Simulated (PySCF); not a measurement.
Compound: C₇H₅O (charge +1).
Geometry (PBE0-D3(BJ)/def2-SVP, Å), atoms numbered from 1 in this order:
```
atom  x, y, z in Å
C1     3.3107   -0.1311   -0.1464
C2     2.0999   -0.0623   -0.1172
C3     0.6985    0.0494   -0.0762
C4    -0.0113    1.2373    0.0778
C5    -1.4005    1.1868    0.1039
C6    -2.0559   -0.0472   -0.0235
C7    -1.2845   -1.1707   -0.1734
O8     0.0337   -1.0997   -0.1968
H9     4.3882   -0.1986   -0.1728
H10    0.5391    2.1740    0.1739
H11   -1.9783    2.1071    0.2236
H12   -3.1434   -0.1339   -0.0072
H13   -1.6504   -2.1937   -0.2838
```

Method: PySCF 2.14.0, PBE0-D3(BJ)/def2-SVP geometry optimisation, gas phase.

Take the most abundant isotopes and a rigid rotor. 

What are A, B and C (MHz)?

Ia = 86.35, Ib = 319.01, Ic = 405.36 u·Å²; 505379 MHz·u·Å²/I gives A = 5853, B = 1584, C = 1247 MHz.

What kind of rotor is it?

An asymmetric top. Ray's parameter κ = (2B − A − C)/(A − C) = -0.853; −1 is the prolate and +1 the oblate limit.

Is it planar, by Δ = Ic − Ia − Ib?

Planar: Δ = Ic − Ia − Ib = 0.00 u·Å². For a rigid frame Δ = −2 Σ m c², so it vanishes when all atoms lie in the ab plane; here none is more than 0.01 Å from it.

List the rotational levels J(Ka,Kc) to J = 4 (MHz).

Above 0(0,0):
J = 1: 1(0,1) 2831, 1(1,1) 7100, 1(1,0) 7437
J = 2: 2(0,2) 8474, 2(1,2) 12424, 2(1,1) 13436, 2(2,1) 26242, 2(2,0) 26261
J = 3: 3(0,3) 16890, 3(1,3) 20399, 3(1,2) 22423, 3(2,2) 34735, 3(2,1) 34831, 3(3,1) 56933, 3(3,0) 56934
J = 4: 4(0,4) 28025, 4(1,4) 31011, 4(1,3) 34381, 4(2,3) 46044, 4(2,2) 46328, 4(3,2) 68294, 4(3,1) 68298, 4(4,1) 99322, 4(4,0) 99322
Those of J = 1 are B + C, A + C and A + B.

Predict some low-J microwave lines.

The dipole components (about the centre of mass, as the species is charged) are |μa| = 1.45 D, |μb| = 0.81 D, |μc| = 0.00 D; the mirror of this Cs structure is the ab plane, so μc vanishes by symmetry (the 0.01 D computed is a residue) and there are no c-type lines. Intensities carry the squares of the components, which stand as 1.00 : 0.31 (a : b). Some lines, for components of 0.1 D or more:

```csv
type,branch,"J(Ka,Kc)",MHz,lower level (cm⁻¹)
a,Q,"4(1,3) ← 4(1,4)",3370,1.034
b,Q,"1(1,0) ← 1(0,1)",4606,0.094
a,R,"2(1,2) ← 1(1,1)",5324,0.237
b,Q,"3(1,2) ← 3(0,3)",5533,0.563
a,R,"2(0,2) ← 1(0,1)",5643,0.094
b,Q,"4(1,3) ← 4(0,4)",6356,0.935
a,R,"3(1,2) ← 2(1,1)",8987,0.448
b,R,"2(1,2) ← 1(0,1)",9593,0.094
a,R,"4(1,4) ← 3(1,3)",10612,0.680
a,R,"4(3,2) ← 3(3,1)",11360,1.899
b,Q,"4(2,2) ← 4(1,3)",11947,1.147
b,Q,"3(2,1) ← 3(1,2)",12408,0.748
b,Q,"2(2,1) ← 2(1,2)",13818,0.414
b,R,"4(1,4) ← 3(0,3)",14121,0.563
b,Q,"3(2,2) ← 3(1,3)",14336,0.680
b,R,"2(2,1) ← 1(1,0)",18805,0.248
b,R,"2(2,0) ← 1(1,1)",19162,0.237
b,R,"3(2,2) ← 2(1,1)",21299,0.448
b,R,"3(3,0) ← 2(2,1)",30692,0.875
```

Estimate the classical rotational partition function at 50 K, 100 K and 298.15 K.

Point group Cs, symmetry number σ = 1; q = (√π/σ)·√((kT/h)³/(ABC)), k/h = 20836.6 MHz/K: 17500 at 50 K, 49600 at 100 K, 255000 at 298.15 K.

PBE0-D3(BJ)/def2-SVP frequencies: not computed here. Zero-point vibration and centrifugal distortion are left out.
